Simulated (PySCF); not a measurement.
Relaxation of doublet PdF3

These are results of PySCF, UPBE0, basis Pd def2-SVP with ECP28, F def2-SVP (scalar-relativistic core potentials, no spin–orbit coupling, density fitting), not measurements. A (50,194) grid was used.

A start at or just off a symmetric point, pushed along the force that breaks its symmetry, of C2v symmetry, free to break it:

```xyz
4
charge 0 multiplicity 2, angstrom
Pd   -0.0144    0.0000    0.0000
F     1.8440    0.0000    0.0000
F    -0.8819    1.6484    0.0000
F    -0.8820   -1.6484    0.0000
```

Optimiser trace:
```tsv
step	E − E(last) (kJ/mol)	largest gradient (Eh/bohr)
0	39.51	0.01195
1	26.00	0.01868
2	7.24	0.01807
3	2.98	0.01008
4	2.21	0.00055
5	1.53	0.00169
6	2.24	0.00468
7	1.30	0.00195
8	1.19	0.00151
9	0.76	0.00092
10	0.58	0.00065
11	0.47	0.00229
12	0.31	0.00071
13	0.22	0.00082
14	0.14	0.00088
15	0.10	0.00185
16	0.07	0.00241
17	0.04	0.00139
18	0.02	0.00086
19	0.00	0.00020
20	0.00	0.00014
```

It ends at C2v with Pd–F 1.837 Å (×2), Pd–F 1.871 Å; F–Pd–F 92.9° (×2), F–Pd–F 174.3° (after a last refinement on a finer grid). No frequency check is given, so it may be a saddle point.

Final geometry:
```xyz
4
charge 0 multiplicity 2, angstrom
Pd   -0.1943    0.0000   -0.0034
F     1.6762    0.0000    0.0294
F    -0.2863    1.8345   -0.0050
F    -0.2863   -1.8345   -0.0050
```

Other spin states or occupations of the open shell can lie lower.

The relaxation took of the order of 2.4 core-minutes on a shared host.
